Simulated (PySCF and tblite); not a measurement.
Results of a calculation; reference values are marked as such.
C₅H₄OS, numbered as in [O:1]=[CH:2][c:3]1[cH:4][cH:5][cH:6][s:7]1. Level: HSE06-D3(BJ)/cc-pVDZ (IEF-PCM, chloroform)//PBE0-D3(BJ)/def2-SVP, thermal terms from GFN2-xTB, symmetry numbers and mirror pairs counted. Conformers within 3 kcal/mol (GFN2-xTB free energy) were kept, 4 at most. GIAO shieldings: WP04/pcSseg-1 (IEF-PCM, chloroform). Shifts are against TMS (¹H), TMS (¹³C) at the same level. Codes: tblite and PySCF.

Torsions listed: O1–C2–C3–S7.

```tsv
conformer	shape	point group	mirror pair	ΔE(DFT)	Δ(G−E) at 200 K	δ C4 (ppm)
1	0°	Cs	no	0.00	0.00	144.5
2	180°	Cs	no	1.16	0.04	138.9
```

Energies in kcal/mol; the thermal term leaves out symmetry numbers and mirror images.

Task: Work out the weights at 200 K and the ¹³C shift of C4 under fast exchange.

Result: RT = 0.397 kcal/mol. Each conformer gets RT ln(σ/g), with σ the rotational symmetry number and g = 2 for a mirror pair: 1: σ = 1, g = 1, G = 0.00 + 0.00 + 0.00 = 0.00, 0.00 above the lowest, exp(−ΔG/RT) = 1.000; 2: σ = 1, g = 1, G = 1.16 + 0.04 + 0.00 = 1.19, 1.19 above the lowest, exp(−ΔG/RT) = 0.050. The sum is 1.050, so the weights are 95.3, 4.7 %. The averaged shift is 144.2 ppm. At 298.15 K it is 143.8 ppm. At 298.15 K the leading conformer alone gives 144.5 ppm and bare DFT energies give 143.8 ppm.
